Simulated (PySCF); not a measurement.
H₅PSi, charge -1, doublet, at a GFN2-xTB geometry (a state made from the parent by changing its charge; the spin is typed, not shown lowest) (in this run its highest filled SCF level lies above zero, so its values depend strongly on the basis, on diffuse functions most of all); DF-PBE0/aug-cc-pVDZ run with PySCF.

PySCF was given this input:
```python
from pyscf import gto, scf, dft

mol = gto.M(
    atom='''
Si   -1.119098   -0.112898    0.022331
P     1.156020    0.152827   -0.134155
H    -2.292607   -0.935822   -0.467765
H    -1.557231    1.254935   -0.309717
H    -1.350695   -0.269869    1.481762
H     1.361397   -1.185608    0.158039
H     2.166209    0.424519    0.837378
''',
    basis='aug-cc-pvdz',
    charge=-1,
    spin=1,
    verbose=4,
)

mf = dft.UKS(mol)
mf.xc = 'pbe0'
mf.level_shift = 0.1
mf.max_cycle = 100
mf = mf.density_fit(auxbasis='def2-universal-jkfit')
mf.kernel()
```

Problem. What does PySCF print? Leave out banner, timings and long lists.

Solution. 
```
PySCF version 2.14.0

[INPUT] verbose = 4
[INPUT] num. atoms = 7
[INPUT] num. electrons = 35
[INPUT] charge = -1
[INPUT] spin (= nelec alpha-beta = 2S) = 1
[INPUT] symmetry False subgroup None
[INPUT] Mole.unit = angstrom
[INPUT] Symbol           X                Y                Z      unit          X                Y                Z       unit  Magmom
[INPUT]  1 Si    -1.119098000000  -0.112898000000   0.022331000000 AA   -2.114788726549  -0.213346300011   0.042199474088 Bohr   0.0
[INPUT]  2 P      1.156020000000   0.152827000000  -0.134155000000 AA    2.184561194520   0.288801174439  -0.253516208241 Bohr   0.0
[INPUT]  3 H     -2.292607000000  -0.935822000000  -0.467765000000 AA   -4.332399341261  -1.768447281343  -0.883947740657 Bohr   0.0
[INPUT]  4 H     -1.557231000000   1.254935000000  -0.309717000000 AA   -2.942740102683   2.371483454131  -0.585280306122 Bohr   0.0
[INPUT]  5 H     -1.350695000000  -0.269869000000   1.481762000000 AA   -2.552443627819  -0.509978499510   2.800124361788 Bohr   0.0
[INPUT]  6 H      1.361397000000  -1.185608000000   0.158039000000 AA    2.572667476805  -2.240474411093   0.298650427000 Bohr   0.0
[INPUT]  7 H      2.166209000000   0.424519000000   0.837378000000 AA    4.093541738568   0.802224644674   1.582415082736 Bohr   0.0

nuclear repulsion = 88.8166168832278
number of shells = 41
number of NR pGTOs = 155
number of NR cGTOs = 99
basis = aug-cc-pvdz
ecp = {}

******** <class 'pyscf.df.df_jk.DFUKS'> ********
method = DFUKS
initial guess = minao
damping factor = 0
level_shift factor = 0.1
DIIS = <class 'pyscf.scf.diis.CDIIS'>
diis_start_cycle = 1
diis_space = 8
diis_damp = 0
SCF conv_tol = 1e-09
SCF conv_tol_grad = None
SCF max_cycles = 100
direct_scf = False
number electrons alpha = 18  beta = 17
XC library pyscf.dft.libxc version 7.1.2
    S. Lehtola, C. Steigemann, M. J. T. Oliveira, and M. A. L. Marques,  SoftwareX 7, 1–5 (2018)
XC functionals = pbe0
    C. Adamo and V. Barone,  J. Chem. Phys. 110, 6158 (1999)
    M. Ernzerhof and G. E. Scuseria,  J. Chem. Phys. 110, 5029 (1999)
radial grids:
    Treutler-Ahlrichs [JCP 102, 346 (1995); DOI:10.1063/1.469408] (M4) radial grids

becke partition: Becke, JCP 88, 2547 (1988); DOI:10.1063/1.454033
pruning grids: <function nwchem_prune>
grids dens level: 3
symmetrized grids: False
atomic radii adjust function: <function treutler_atomic_radii_adjust>
small_rho_cutoff = 0
Set gradient conv threshold to 3.16228e-05
tot grids = 87400
******** <class 'pyscf.df.df.DF'> ********
auxbasis = def2-universal-jkfit
init E= -633.380060101577

cycle= 1 E= -633.515831267956  delta_E= -0.136  |g|= 0.153  |ddm|= 1.71
cycle= 2 E= -633.535899153993  delta_E= -0.0201  |g|= 0.113  |ddm|= 1.09
cycle= 3 E= -633.545003831236  delta_E= -0.0091  |g|= 0.0204  |ddm|= 0.567
cycle= 4 E= -633.545531996665  delta_E= -0.000528  |g|= 0.00596  |ddm|= 0.411
cycle= 5 E= -633.545637776355  delta_E= -0.000106  |g|= 0.00268  |ddm|= 0.31
cycle= 6 E= -633.545675158251  delta_E= -3.74e-05  |g|= 0.00144  |ddm|= 0.21
cycle= 7 E= -633.545691336419  delta_E= -1.62e-05  |g|= 0.000931  |ddm|= 0.148
cycle= 8 E= -633.545698607288  delta_E= -7.27e-06  |g|= 0.000527  |ddm|= 0.101
cycle= 9 E= -633.545701549935  delta_E= -2.94e-06  |g|= 0.000339  |ddm|= 0.0658
cycle= 10 E= -633.545702612162  delta_E= -1.06e-06  |g|= 0.000199  |ddm|= 0.0388
cycle= 11 E= -633.545703037022  delta_E= -4.25e-07  |g|= 0.000137  |ddm|= 0.0252
cycle= 12 E= -633.545703177441  delta_E= -1.4e-07  |g|= 7.5e-05  |ddm|= 0.0141
cycle= 13 E= -633.545703225492  delta_E= -4.81e-08  |g|= 5.19e-05  |ddm|= 0.00838
cycle= 14 E= -633.545703242074  delta_E= -1.66e-08  |g|= 2.96e-05  |ddm|= 0.00458
cycle= 15 E= -633.545703247969  delta_E= -5.9e-09  |g|= 1.73e-05  |ddm|= 0.0026
cycle= 16 E= -633.545703250139  delta_E= -2.17e-09  |g|= 1.02e-05  |ddm|= 0.00148
cycle= 17 E= -633.545703250945  delta_E= -8.05e-10  |g|= 5.94e-06  |ddm|= 0.000851
Extra cycle  E= -633.545703251314  delta_E= -3.69e-10  |g|= 5.85e-06  |ddm|= 0.000788
converged SCF energy = -633.545703251314  <S^2> = 0.75612437  2S+1 = 2.006115
```
